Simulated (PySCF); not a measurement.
OP, SMILES O=[P], multiplicity 2.

The structure is a stationary point at PBE0-D3(BJ)/def2-TZVPD.

Level of theory: r2SCAN/def2-TZVPD (PySCF).

Gas-phase values at a fixed geometry.

- total energy = -416.52370 hartree
- point group = C∞v
- α spin, highest occupied and lowest empty level = -4.91 and -4.28 eV
- β spin, highest occupied and lowest empty level = -9.36 and -3.98 eV
- dipole moment = 1.82 D
- ⟨S²⟩ = 0.757 (pure state 0.75)
